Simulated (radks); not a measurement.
Values are calculated unless marked as measured or tabulated.
Question: All-electron atom: O+ in [He] 2s2 2p3 (the NIST ground configuration). Code: a radial shooting solver on a logarithmic mesh with Libxc functionals. Model: scalar-relativistic Kohn-Sham, BLYP, spin-unpolarised, spherical densities, point nucleus. Some entries of the table are withheld. Estimate them.

| orbital | occ. | eigenvalue (eV) | r(max) (bohr) |
|---|---|---|---|
| 1s | 2 | (1) | (2) |
| 2s | 2 | (3) | 0.8518 |
| 2p | 3 | (4) | (5) |

Answer: 
(1) 1s eigenvalue (eV): -534.3342
(2) 1s r(max) (bohr): 0.1291
(3) 2s eigenvalue (eV): -39.5285
(4) 2p eigenvalue (eV): -24.4557
(5) 2p r(max) (bohr): 0.7763
